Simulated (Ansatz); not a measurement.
`CCB(F)S` + HCl → `FB(S)Cl` + ethane at 500 K and 1 bar (ligand exchange at a B–C bond).

Gas-phase electronic energies from Ansatz, PBE0-D4/def2-TZVP geometries. CBS: MP2 limit from def2 TZ/QZ plus the TZ coupled-cluster correction, frozen cores. This one scheme is used for every species. Each species was taken in one conformer, which may not be the lowest.

```tsv
species	CCSD(T)/CBS energy (Eh)	H − E (kJ/mol)	S (J/(mol·K))
`CCB(F)S`	-602.17930	260.7	405.2
HCl	-460.38127	32.5	201.9
`FB(S)Cl`	-982.86970	77.1	338.8
`CC`	-79.71954	220.5	259.9
```

H − E and S are ideal-gas, rigid-rotor, harmonic terms from PBE0-D4/def2-TZVP, for one conformer and one mirror image of each species. 1 Eh = 2625.50 kJ/mol, R = 8.31446 J/(mol·K).

Question: By hand: ΔE, ΔH, ΔS and ΔG.

Answer: ΔE = (-982.86970) + (-79.71954) − (-602.17930) − (-460.38127) = -0.02867 Eh = -75.3 kJ/mol. Δ(H − E) = 77.1 + 220.5 − 260.7 − 32.5 = 4.4, so ΔH = -70.9 kJ/mol. ΔS = 338.8 + 259.9 − 405.2 − 201.9 = -8.4 J/(mol·K). ΔG = -70.9 − 500 × (-8.4)/1000 = -66.7 kJ/mol.

Question: By hand: the equilibrium constant, and the temperature at which ΔG would vanish if ΔH and ΔS stayed fixed.

Answer: log₁₀ K = −ΔG/(RT ln 10) = 7.0. ΔG = 0 at ΔH/ΔS = 8440 K, far beyond where these terms or the molecules hold.

The number of gas molecules stays the same, so ΔS is small and ΔH decides. A doubt of 5 kJ/mol in ΔE shifts log₁₀ K by 0.5 here. Other conformers and mirror images would add mixing entropy, several J/(mol·K) or more a flexible species. Modes under 60 cm⁻¹, often nearly free rotors, make the harmonic entropy too high. These are equilibria of isolated gas molecules and say nothing of rates. Largest T1 diagnostic: 0.012 (customary marks: 0.02 for closed shells, 0.045 for open ones).
